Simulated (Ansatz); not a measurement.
Ideal-gas functions of C$_{2}$H$_{3}$BrO$_{2}$, SMILES `O=CC(O)Br` at 800 K and 1 bar, from an Ansatz frequency run at PBE0-D4/def2-TZVP.

Molar mass 138.95 g/mol, point group C1 (symmetry number 1), electronic degeneracy 1, moments of inertia 78.138, 261.353, 311.792 u Å². Harmonic wavenumbers (cm⁻¹, unscaled): 130, 274, 295, 313, 543, 596, 791, 890, 1004, 1121, 1234, 1331, 1384, 1455, 1822, 3014, 3152, 3674.

Use S(trans) = R[1.5 ln M + 2.5 ln T − 1.1517]; rotational temperatures θ = 24.2544 K / I; S(rot) = R[ln(√π/σ · √(T³/θAθBθC)) + 1.5]; for each mode x = 1.438777 ν̃/T, S = R[x/(eˣ − 1) − ln(1 − e⁻ˣ)] and H = RT x/(eˣ − 1); 1 cm⁻¹ = 0.0119627 kJ/mol; R = 8.31446 J/(mol·K).

By hand: the entropy, in J/(mol·K).

Translation 190.9. Rotation: θ = 0.3104, 0.0928, 0.0778 K, giving 126.0. Vibration, mode by mode: 20.42, 14.28, 13.68, 13.20, 8.83, 8.12, 6.05, 5.24, 4.45, 3.76, 3.21, 2.80, 2.59, 2.34, 1.39, 0.24, 0.19, 0.09, in all 110.9. Electronic 0.0. Sum 427.8 J/(mol·K).

By hand: H − E and G − E in kJ/mol, counted from the electronic energy.

Zero-point energy ½ × 23023 × 0.0119627 = 137.7; thermal vibration 46.3; translation, rotation and pV give 4 RT = 26.6. H − E = 210.6 kJ/mol, and G − E = 210.6 − 800 × 427.8/1000 = -131.6 kJ/mol.

Vibration gives 26 % of the entropy, 20.4 J/(mol·K) of it from the mode under 150 cm⁻¹: soft modes count most, and the harmonic formula is weakest for them. The sum counts one conformer and one mirror image; others add a mixing term.
